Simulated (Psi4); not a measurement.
Relaxed torsion scan: C3H6Ge, SMILES C#C[CH2][GeH3], singlet. Scanned: dihedral C2–C3–Ge4–H8; all other coordinates were relaxed at GFN2-xTB.

Geometry of the scan point at 70° (Å):
```
10

C      2.3024     0.7206     0.1432
C      1.3448     0.0293    -0.0530
C      0.1739    -0.7817    -0.2795
Ge    -1.4927     0.2026     0.1519
H      3.1560     1.3073     0.3087
H      0.1464    -1.1011    -1.3248
H      0.2319    -1.6790     0.3431
H     -1.7546     1.2884    -0.8406
H     -2.6627    -0.7332     0.1187
H     -1.4257     0.8196     1.5094
```

Calculation: Psi4 with DF-MP2 (frozen core)/cc-pVTZ // GFN2-xTB.

Scanned values (°): 0, 10, 20, 30, 40, 50, 60, 70, 80, 90, 100, 110.

Problem. Describe the profile: where are the wells and the tops?

Solution. Lower than their neighbours: 60° (0.00 kJ/mol). Higher than their neighbours: 0° (6.63 kJ/mol, end of the scan), 110° (6.14 kJ/mol, end of the scan). The whole profile spans 6.63 kJ/mol.
